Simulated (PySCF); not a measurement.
AlCl₂F, singlet, at a GFN2-xTB geometry (such geometries of metal compounds can be far from the true shape). Base run: PySCF with HF/6-31G.

Input for PySCF:
```python
from pyscf import gto, scf, solvent

mol = gto.M(
    atom='''
Al    0.26049093   -0.08764429   -0.04175947
F     1.81131056   -0.60943016   -0.29037235
Cl   -0.55281511   -0.51900402    1.75475633
Cl   -0.60531295    0.90866562   -1.56909608
''',
    basis='6-31g',
    verbose=4,
)

mf = scf.RHF(mol)
mf.kernel()
```

Each row names what was changed in the base input (with any setting that the change needs).

```
change                                                   ΔE vs base (kJ/mol)  dipole (D)  HOMO-LUMO gap (eV)
-------------------------------------------------------  -------------------  ----------  ------------------
base                                                                    0.00        0.87               14.66
model = IEF-PCM; solvent = n-hexane; lebedev_order = 41               -21.19        0.85               14.81
model = IEF-PCM; solvent = n-hexane; vdw_scale = 1.4                  -10.21        0.87               14.75
model = IEF-PCM; solvent = n-hexane; r_probe = 0.5                     -7.68        0.87               14.73
model = IEF-PCM; solvent = water                                       -61.3        0.79               15.11
model = IEF-PCM; solvent = n-hexane                                   -21.23        0.85               14.81
model = IEF-PCM; solvent = n-hexane; vdw_scale = 1.0                     ___         ___                 ___
model = IEF-PCM; solvent = toluene                                       ___        0.84               14.86
model = IEF-PCM; solvent = dichloromethane                             -51.5        0.80               15.03
model = IEF-PCM; solvent = n-hexane; vdw_scale = 1.1                   -32.0        0.83               14.85
model = C-PCM; solvent = n-hexane                                      -28.1        0.84               14.86
model = COSMO; solvent = n-hexane                                        ___        0.85                 ___
```

### Question
What belongs in the gaps?

### Answer

- model = IEF-PCM; solvent = n-hexane; vdw_scale = 1.0, ΔE vs base (kJ/mol): -49.6
- model = IEF-PCM; solvent = n-hexane; vdw_scale = 1.0, dipole (D): 0.81
- model = IEF-PCM; solvent = n-hexane; vdw_scale = 1.0, HOMO-LUMO gap (eV): 14.89
- model = IEF-PCM; solvent = toluene, ΔE vs base (kJ/mol): -27.8
- model = COSMO; solvent = n-hexane, ΔE vs base (kJ/mol): -22.01
- model = COSMO; solvent = n-hexane, HOMO-LUMO gap (eV): 14.82

The base is the gas phase, so ΔE is the electrostatic part of solvation at a fixed geometry, without cavity and dispersion terms.
